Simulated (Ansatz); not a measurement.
Computed with Ansatz on PBE0-D4/def2-TZVP structures; ΔE is electronic, products minus reactants. CCSD(T)/CBS adds triple-zeta CCSD(T) − MP2 to the extrapolated MP2 energy (def2 sets, frozen cores). This one scheme is used for every species. DFT in def2-TZVPP.

Consider the hydrogenolysis of the Si–F bond: `F[SiH]1[SiH2][SiH2]1` + H₂ → `[SiH2]1[SiH2][SiH2]1` + H–F.

```
             level  ΔE (kJ/mol)
        r2SCAN0-D4         85.8
      CAM-B3LYP-D4         90.8
            B2PLYP         88.9
              PBE0         77.4
         CAM-B3LYP         90.2
RPA@PBE/def2-TZVPP         81.7
    MP2/def2-QZVPP         86.8
    CCSD/CBS(def2)         82.0
```

(1) What does CCSD(T)/CBS give? (Estimate.)

Largest T1 diagnostic among the species: 0.015.

## Answers

(1) The calculation gave: +83.3 kJ/mol. The listed levels differ from it by 2.5, 7.5, 5.6, -5.9, 6.9, -1.6, 3.5, -1.3 kJ/mol.

From BLYP to BHLYP (50 % exact exchange), in def2-TZVPP and without D4, ΔE moves by −5.4 kJ/mol. At CCSD(T), def2-SVP lies −19.0 kJ/mol from the extrapolated value and def2-TZVPP −2.4 kJ/mol. Leaving LDA and LC-ωPBE aside and taking each functional with its dispersion term where it has one, the values, not all of them listed here, spread over 16.7 kJ/mol, from HSE06-D4 to BLYP-D4.
